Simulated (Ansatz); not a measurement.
Species: sum formula SiN3H6Br (charge 0, singlet). SMILES: N[Si](N)(N)Br
Structure (B3LYP-D3(BJ)/def2-TZVP (Ansatz, a first-principles code) minimum search):
```
Si
N 1 1.7001
H 2 1.0073 1 120.09
H 2 1.0073 3 112.21 1 -149.59
N 1 1.7074 2 105.41 3 172.51
H 5 1.0062 1 121.10 2 154.49
H 5 1.0078 6 112.49 1 -153.83
N 1 1.7074 2 105.41 3 40.28
H 8 1.0062 1 121.10 2 -154.49
H 8 1.0078 9 112.49 1 153.83
Br 1 2.2645 2 118.19 3 -73.60
```

Parts of the frozen-core correlation energy in def2-SVPD (Ansatz, hartree). Frozen orbitals: 22; correlated occupied orbitals by spin: 16 and 16; virtual: 135 and 135. No spin-orbit coupling. Non-relativistic.

```
term                             value
-------------------------  -----------
reference (HF)             -3027.84108
MP2 opposite-spin                  [?]
MP2 same-spin                      [?]
CCSD correlation              -0.81354
(T)                                [?]
T1 diagnostic                    0.011
largest doubles amplitude        0.015
```

### Question
What belongs in the gaps?

### Answer

- MP2 opposite-spin, value: -0.57314
- MP2 same-spin, value: -0.19816
- (T), value: -0.02585
